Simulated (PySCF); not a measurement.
Spin–spin coupling constants

Bonds: B1-C2, B1-C9, B1-N16, C2-C3, C9-C10, N16-C17, C17-O18. C2 carries H4, H5; C3 carries H6, H7, H8; C9 carries H11, H12; C10 carries H13, H14, H15.

Indirect spin–spin couplings were computed at B3LYP/pcJ-1 (spin–dipole term only in couplings to heteroatoms) (PySCF 2.14) on a PBE0-D3(BJ)/def2-SVP structure, for the isolated molecule, without vibrational or relativistic corrections. Couplings are averaged over pairs made equivalent by symmetry, fast rotation or ring inversion, so a value needn't be that of the named pair in this geometry, while other rotamers aren't included; one pair stands for each set, and the list holds those of at least 1.5 Hz over up to four bonds, among pairs with at least one B or C or H or N atom (others weren't computed).

Isotopes: 13C, 1H, 15N, 11B, 17O. Couplings to quadrupolar nuclei such as 17O and 33S are rarely resolved in practice.

| pair | bonds | J (Hz) |
| --- | --- | --- |
| B1, C2 | 1 | 59.3 |
| B1, N16 | 1 | -37.7 |
| C2, C3 | 1 | 30.1 |
| C2, H4 | 1 | ? |
| C3, H6 | 1 | 134.3 |
| N16, C17 | 1 | -67.9 |
| C17, O18 | 1 | 17.8 |
| B1, C3 | 2 | ? |
| B1, H4 | 2 | -5.5 |
| B1, C17 | 2 | 15.2 |
| C2, H6 | 2 | ? |
| C2, C9 | 2 | 6.6 |
| C2, N16 | 2 | ? |
| C3, H4 | 2 | -5.7 |
| H4, H5 | 2 | ? |
| H6, H7 | 2 | ? |
| N16, O18 | 2 | 1.5 |
| B1, H6 | 3 | 4.7 |
| C2, H11 | 3 | 2.9 |
| H4, H6 | 3 | ? |
| H4, N16 | 3 | -3.0 |

Estimate the withheld couplings, with signs.

Answers


- 1J(C2,H4) = 127.6 Hz (bond length 1.103 Å)
- 2J(B1,C3) = -1.6 Hz (angle at C2 109°)
- 2J(C2,H6) = -2.5 Hz (mean over equivalent pairs that range from -4.1 to -1.6 Hz in this conformer)
- 2J(C2,N16) = -3.2 Hz (angle at B1 118°)
- 2J(H4,H5) = -11.4 Hz
- 2J(H6,H7) = -14.2 Hz
- 3J(H4,H6) = 9.4 Hz (mean over equivalent pairs that range from 3.4 to 18.4 Hz in this conformer)
